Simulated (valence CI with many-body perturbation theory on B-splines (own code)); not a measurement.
Energy levels of Bi77+

Computed by configuration interaction combined with many-body perturbation theory (CI+MBPT): four valence electrons over a frozen Dirac-Fock core [He], radial functions for each j: 11 s, 11 p, 10 d, 8 f, 5 g, 2 h, with the one-electron correlation potential Σ1 (screened to all orders), the two-electron term Σ2, the three-electron term Σ3, Breit, model QED; selected single and double excitations, second order for the rest, scaled by the run's own slope (own B-spline code, finite nucleus).

No measured spectrum was set against this ion. As an estimate, large intervals hold to a few tenths of a per cent, small ones and those within an open d or f shell to about a per cent. Among the levels kept, up to 1100 cm⁻¹ of a level comes from second order outside the variational space, and about a tenth of that is noise between levels of different J, which matters for small intervals.

Levels 91 to 135 of 184, with energies above the lowest level, (2s^2 2p1/2^2) J=0. "Leading %" is the weight of the configuration and term that name the level; weights of strongly mixed levels are sums over their largest components and can fall short. In the jj column 3d3/2^4 stands for four electrons in 3d with j = 3/2. Lifetimes count E1, E2, E3, M1 and M2 decay at the calculated energies, and are blank where another channel may lead or the interval is too uncertain; long ones can be off by a factor of two.

```csv
No.,Configuration,Term,J,E (Ry),Leading %,Leading jj,Lifetime,Second component
91,2s 2p2 3p,3D°,3,1279.4,47,2s 2p1/2 2p3/2 3p3/2 (99 %),2.45 fs,33 % 2s 2p2 3p 3F°
92,2s 2p2 3d,3D,3,1280.0,33,2s 2p1/2 2p3/2 3d3/2 (99 %),363 as,28 % 2s 2p2 3d 3F
93,2s 2p2 3p,3P°,0,1280.6,79,2s 2p1/2 2p3/2 3p3/2 (100 %),17.3 fs,20 % 2s 2p2 3p 1S°
94,2s 2p2 3d,3D,2,1280.7,35,2s 2p1/2 2p3/2 3d3/2 (100 %),317 as,18 % 2s 2p2 3d 5P
95,2s 2p2 3p,1D°,2,1280.8,43,2s 2p1/2 2p3/2 3p3/2 (99 %),2.66 fs,21 % 2s 2p2 3p 3D°
96,2s 2p2 3p,3S°,1,1281.0,33,2s 2p1/2 2p3/2 3p3/2 (99 %),2.41 fs,25 % 2s 2p2 3p 3D°
97,2s 2p2 3d,3P,1,1281.5,34,2s 2p1/2 2p3/2 3d3/2 (100 %),303 as,30 % 2s 2p2 3d 5P
98,2s 2p2 3p,3P°,1,1281.5,49,2s 2p1/2 2p3/2 3p3/2 (99 %),10.1 fs,27 % 2s 2p2 3p 1P°
99,2s 2p2 3d,3F,2,1285.3,69,2s 2p1/2 2p3/2 3d3/2 (97 %),2.72 fs,8 % 2s 2p2 3d 3P
100,2s 2p2 3d,3G,3,1285.6,48,2s 2p1/2 2p3/2 3d3/2 (100 %),4.45 fs,25 % 2s 2p2 3d 1F
101,2s 2p2 3d,3D,1,1286.0,36,2s 2p1/2 2p3/2 3d3/2 (97 %),1.18 fs,24 % 2s 2p2 3d 1P
102,2s 2p2 3d,3D,1,1287.6,51,2s 2p1/2 2p3/2 3d3/2 (97 %),316 as,19 % 2s 2p2 3d 3P
103,2s 2p2 3d,3F,2,1287.6,31,2s 2p1/2 2p3/2 3d3/2 (98 %),306 as,20 % 2s 2p2 3d 1D
104,2s 2p2 3d,3P,0,1288.4,79,2s 2p1/2 2p3/2 3d3/2 (99 %),256 as,20 % 2s 2p2 3d 1S
105,2s 2p2 3d,5D,4,1288.6,44,2s 2p1/2 2p3/2 3d5/2 (100 %),15.6 fs,37 % 2s 2p2 3d 5F
106,2s 2p2 3d,3P,2,1290.9,29,2s 2p1/2 2p3/2 3d5/2 (98 %),459 as,21 % 2s 2p2 3d 3F
107,2s 2p2 3d,3F,3,1291.2,40,2s 2p1/2 2p3/2 3d5/2 (99 %),295 as,32 % 2s 2p2 3d 5P
108,2s 2p2 3d,3G,5,1291.7,64,2s 2p1/2 2p3/2 3d5/2 (100 %),2.59 ps,36 % 2s 2p2 3d 5F
109,2s 2p2 3d,3D,1,1292.8,49,2s 2p1/2 2p3/2 3d5/2 (96 %),399 as,25 % 2s 2p2 3d 3P
110,2s 2p2 3d,3D,3,1293.8,59,2s 2p1/2 2p3/2 3d5/2 (99 %),417 as,19 % 2s 2p2 3d 1F
111,2s 2p2 3d,3F,4,1294.1,59,2s 2p1/2 2p3/2 3d5/2 (99 %),318 as,21 % 2s 2p2 3d 1G
112,2s 2p2 3d,1D,2,1294.6,38,2s 2p1/2 2p3/2 3d5/2 (98 %),456 as,20 % 2s 2p2 3d 3P
113,2s 2p2 3d,1P,1,1295.7,43,2s 2p1/2 2p3/2 3d5/2 (97 %),406 as,29 % 2s 2p2 3d 3D
114,2s 2p2 3d,3P,0,1296.4,53,2s 2p1/2 2p3/2 3d5/2 (98 %),378 as,43 % 2s 2p2 3d 1S
115,2s 2p2 3d,3D,3,1299.0,41,2s 2p1/2 2p3/2 3d5/2 (97 %),1.53 fs,25 % 2s 2p2 3d 3F
116,2s 2p2 3d,3F,4,1299.4,47,2s 2p1/2 2p3/2 3d5/2 (100 %),1.11 fs,30 % 2s 2p2 3d 3G
117,2s 2p2 3d,3P,2,1300.6,50,2s 2p1/2 2p3/2 3d5/2 (98 %),277 as,17 % 2s 2p2 3d 3D
118,2s 2p2 3d,1F,3,1300.7,43,2s 2p1/2 2p3/2 3d5/2 (99 %),284 as,32 % 2s 2p2 3d 3F
119,2s 2p2 3d,3P,1,1300.7,43,2s 2p1/2 2p3/2 3d5/2 (100 %),409 as,25 % 2s 2p2 3d 3S
120,2s 2p2 3d,3D,2,1301.0,42,2s 2p1/2 2p3/2 3d5/2 (100 %),394 as,27 % 2s 2p2 3d 1D
121,2p3 3p,3D,3,1305.0,49,2p1/2^2 2p3/2 3p3/2 (95 %),1.61 fs,22 % 2p3 3p 5P
122,2p3 3p,3P,1,1305.0,33,2p1/2^2 2p3/2 3p3/2 (97 %),1.49 fs,26 % 2p3 3p 1P
123,2p3 3p,3P,2,1307.5,44,2p1/2^2 2p3/2 3p3/2 (97 %),1.43 fs,16 % 2p3 3p 1D
124,2p3 3p,3P,0,1309.8,67,2p1/2^2 2p3/2 3p3/2 (98 %),1.59 fs,31 % 2p3 3p 1S
125,2p3 3d,3D°,2,1311.3,33,2p1/2^2 2p3/2 3d3/2 (99 %),3.03 fs,19 % 2p3 3d 3F°
126,2p3 3d,3F°,3,1311.9,27,2p1/2^2 2p3/2 3d3/2 (98 %),6.75 fs,22 % 2p3 3d 3G°
127,2p3 3d,3D°,1,1312.3,36,2p1/2^2 2p3/2 3d3/2 (99 %),1.31 fs,27 % 2p3 3d 3P°
128,2p3 3d,3P°,0,1312.8,65,2p1/2^2 2p3/2 3d3/2 (99 %),13.2 fs,23 % 2p3 3d 5D°
129,2p3 3d,3F°,4,1324.5,52,2p1/2^2 2p3/2 3d5/2 (99 %),20.9 fs,23 % 2p3 3d 5D°
130,2p3 3d,3D°,2,1325.6,33,2p1/2^2 2p3/2 3d5/2 (99 %),554 as,21 % 2p3 3d 3P°
131,2p3 3d,3D°,3,1326.9,48,2p1/2^2 2p3/2 3d5/2 (98 %),251 as,15 % 2p3 3d 1F°
132,2p3 3d,3D°,1,1328.1,31,2p1/2^2 2p3/2 3d5/2 (99 %),370 as,29 % 2p3 3d 1P°
133,2s2 2p 4s,3P°,0,1355.0,100,2s^2 2p1/2 4s (100 %),3.55 fs,
134,2s2 2p 4s,3P°,1,1355.1,67,2s^2 2p1/2 4s (100 %),3.12 fs,33 % 2s2 2p 4s 1P°
135,2s2 2p 4p,3D,1,1358.2,74,2s^2 2p1/2 4p1/2 (100 %),5.51 fs,22 % 2s2 2p 4p 1P
```
